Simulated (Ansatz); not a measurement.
`C=N[CH](O)[GeH3]` + H₂ → `O[CH2][GeH3]` + `C=N` at 500 K and 1 bar (hydrogenolysis of a C–N bond).

Isolated molecules relaxed with PBE0-D4/def2-TZVP in Ansatz; ΔE leaves out vibrations. CBS: MP2 limit from def2 TZ/QZ plus the TZ coupled-cluster correction, frozen cores. This one scheme is used for every species. For Ge outer-core shells are correlated without core-valence functions, which leaves a few kJ/mol of doubt a bond. Scalar relativity is left out up to krypton. One conformer a species, not always the lowest.

```
           species  CCSD(T)/CBS energy (Eh)  H − E (kJ/mol)  S (J/(mol·K))
`C=N[CH](O)[GeH3]`              -2286.24915           275.9          427.0
                H₂                 -1.17544            41.0          145.5
    `O[CH2][GeH3]`              -2192.91927           207.1          358.9
             `C=N`                -94.52360           124.2          249.5
```

H − E and S are ideal-gas, rigid-rotor, harmonic terms from PBE0-D4/def2-TZVP, for one conformer and one mirror image of each species. For small species the MP2-based limit differs from directly extrapolated CCSD(T) by up to some mEh (0.8 for H₂); such offsets cancel only in part. 1 Eh = 2625.50 kJ/mol, R = 8.31446 J/(mol·K).

Task: By hand: ΔE, ΔH, ΔS and ΔG.

Result: ΔE = (-2192.91927) + (-94.52360) − (-2286.24915) − (-1.17544) = -0.01828 Eh = -48.0 kJ/mol. Δ(H − E) = 207.1 + 124.2 − 275.9 − 41.0 = 14.4, so ΔH = -33.6 kJ/mol. ΔS = 358.9 + 249.5 − 427.0 − 145.5 = 35.9 J/(mol·K). ΔG = -33.6 − 500 × (35.9)/1000 = -51.5 kJ/mol.

Task: By hand: the equilibrium constant, and the temperature at which ΔG would vanish if ΔH and ΔS stayed fixed.

Result: log₁₀ K = −ΔG/(RT ln 10) = 5.4. ΔH and −TΔS have one sign here, so there is no such temperature.

TΔS isn't small against ΔH here. A doubt of 5 kJ/mol in ΔE shifts log₁₀ K by 0.5 here. Other conformers and mirror images would add mixing entropy, several J/(mol·K) or more a flexible species. These are equilibria of isolated gas molecules and say nothing of rates. Largest T1 diagnostic: 0.012 (customary marks: 0.02 for closed shells, 0.045 for open ones).
